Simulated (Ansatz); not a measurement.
Ansatz (an electronic-structure program) input (PBE0/def2-SVP):

Ansatz 0.2 input:
```yaml
crystal:
  periodic: [false, false, false]
  atoms:
    - {symbol: Zn, position_ang: [-0.11419047, 0.63406690, 0.80276160]}
    - {symbol: I, position_ang: [-0.16328001, 1.65911186, -1.70722325]}
    - {symbol: I, position_ang: [0.22791613, -2.01801765, 1.25282989]}
basis:
  gaussian:
    orbitals: def2-SVP
hamiltonian:
  xc: {name: PBE0}
total_charge: -1
magnetization: {spin_polarized: true, initial_magnetization: 1}
```

Output:

```
Functional definition: PBE0
integrals: 0.04 GiB planned
970 factors; integrals over basis functions are off by at most 2.4e-4 eV
mean field: 0.74 GiB planned
mean field evaluation 1: about -64612.0635 eV, gradient 1.4e1 eV
mean field evaluation 2: about -64611.7483 eV, gradient 1.9e1 eV
mean field evaluation 4: about -64612.7622 eV, gradient 3.1e-1 eV
mean field evaluation 8: about -64612.8221 eV, gradient 1.2e-2 eV
mean field evaluation 16: about -64612.8221 eV, gradient 4.4e-5 eV
mean field -64612.82205978 eV, -2374.4774145530 hartree, gradient 4.4e-5 eV, S^2 0.752663; 0 other end points of the search recorded, 0 dependent functions left out
reference -64612.82208850 eV, -2374.4774156085 hartree; 41, 40 occupied and 42, 43 virtual orbitals, 970 factors
Total energy: -64612.82208850 eV, -2374.4774156085 hartree
```

The spin state was set by rule; other spins were not relaxed.
